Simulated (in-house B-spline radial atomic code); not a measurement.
The numbers below are computed, except where a source is named.
# Weak and strong correlation along the adiabatic connection

Two-electron singlets in several external potentials (atomic units), by full CI in B-splines with partial waves to l = 8 (correlation energies up to 0.6 % small). The repulsion is scaled by λ at fixed density; W(λ) is the mean repulsion less the Hartree energy, W(0) = E_x, and the area under W from 0 to 1 is E_xc.

Relative drop (W(λ) − E_x)/E_x:

```json
{"system": "−Z exp(−kr)/r, Z = 3.43, k = 0.898", "λ = 0.12": "0.0064", "λ = 0.25": "0.0131", "λ = 0.4": "0.0205", "λ = 0.6": "0.0300", "λ = 0.8": "0.0391", "λ = 1": "0.0477"}
{"system": "ω²r²/2 − Z/r, ω = 0.105, Z = 0.3", "λ = 0.12": "0.0401", "λ = 0.25": "0.0750", "λ = 0.4": "0.1074", "λ = 0.6": "0.1410", "λ = 0.8": "0.1670", "λ = 1": "0.1878"}
{"system": "−Z/r, Z = 0.823, wall at 1.51 bohr", "λ = 0.12": "0.0097", "λ = 0.25": "0.0197", "λ = 0.4": "0.0306", "λ = 0.6": "0.0442", "λ = 0.8": "0.0569", "λ = 1": "0.0686"}
{"system": "−V exp(−r²/w²), V = 1.62, w = 7.27", "λ = 0.12": "0.0338", "λ = 0.25": "0.0646", "λ = 0.4": "0.0940", "λ = 0.6": "0.1257", "λ = 0.8": "0.1509", "λ = 1": "0.1714"}
{"system": "−Z exp(−kr)/r, Z = 7.99, k = 1.07", "λ = 0.12": "0.0024", "λ = 0.25": "0.0049", "λ = 0.4": "0.0078", "λ = 0.6": "0.0116", "λ = 0.8": "0.0154", "λ = 1": "0.0190"}
{"system": "−V exp(−r²/w²), V = 4.5, w = 5.18", "λ = 0.12": "0.0214", "λ = 0.25": "0.0422", "λ = 0.4": "0.0636", "λ = 0.6": "0.0882", "λ = 0.8": "0.1094", "λ = 1": "0.1276"}
{"system": "ω²r²/2 − Z/r, ω = 0.464, Z = -0.5", "λ = 0.12": "0.0280", "λ = 0.25": "0.0544", "λ = 0.4": "0.0807", "λ = 0.6": "0.1101", "λ = 0.8": "0.1342", "λ = 1": "0.1544"}
```

(1) Order the systems by how far second-order (GL2) theory, half the initial slope (estimated from the first points of each curve), overshoots the correlation energy, least first.
A. −Z/r, Z = 0.823, wall at 1.51 bohr
B. −Z exp(−kr)/r, Z = 3.43, k = 0.898
C. −Z exp(−kr)/r, Z = 7.99, k = 1.07
D. ω²r²/2 − Z/r, ω = 0.105, Z = 0.3
E. −V exp(−r²/w²), V = 1.62, w = 7.27
F. −V exp(−r²/w²), V = 4.5, w = 5.18
G. ω²r²/2 − Z/r, ω = 0.464, Z = -0.5

(2) What else changes along this order?

Answers

(1) C (GL2/E_c = 1.03), B (GL2/E_c = 1.09), A (GL2/E_c = 1.14), F (GL2/E_c = 1.30), G (GL2/E_c = 1.38), E (GL2/E_c = 1.49), D (GL2/E_c = 1.61).

(2) The ratio follows the bend of the curve. With it the leading natural occupation goes from 1.999 to 1.876 and −T_c/E_c from 0.97 to 0.63 between the first and the last.
